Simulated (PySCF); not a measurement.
Question: What does the PBE0-D3(BJ)/def2-SVP structure of `[O]([GeH3])[GeH2][S]C` look like in three dimensions?

Answer: 
```
atom  x, y, z in Å
C1     2.393   -0.016   -0.793
S2     1.327   -1.439   -1.195
Ge3    0.102   -1.481    0.655
O4    -0.890   -0.012    0.727
Ge5   -1.747    0.757   -0.637
H6     1.797    0.879   -0.567
H7     3.006    0.182   -1.682
H8     3.058   -0.243    0.052
H9    -0.788   -2.732    0.559
H10    0.987   -1.434    1.910
H11   -2.784    1.684    0.015
H12   -2.431   -0.325   -1.496
H13   -0.741    1.564   -1.478
```

Orientation and origin are arbitrary. Atoms count from 1 in this order. O4 (oxygen bonded to 2 Ge) is bent (angle 126.4°). Ge5 (germanium bonded to O and 3 H) is distorted tetrahedral (angles from 105.1° to 111.1°). S2 (sulfur bonded to C and Ge) is bent (angle 98.8°). Ge3 (germanium bonded to O, S and 2 H) is distorted tetrahedral (angles from 105.2° to 114.2°).

Bonds between heavy atoms (Å): C1–S2 1.823, S2–Ge3 2.218, Ge3–O4 1.775, O4–Ge5 1.785.

Computed with PBE0-D3(BJ)/def2-SVP geometry optimisation, gas phase (PySCF 2.14.0).

Point group: C1 (no symmetry element, even within 0.4 Å). Not checked by PBE0-D3(BJ)/def2-SVP frequencies. The numbers are those of one conformer (C1–S2–Ge3–O4 66°, S2–Ge3–O4–Ge5 41°).
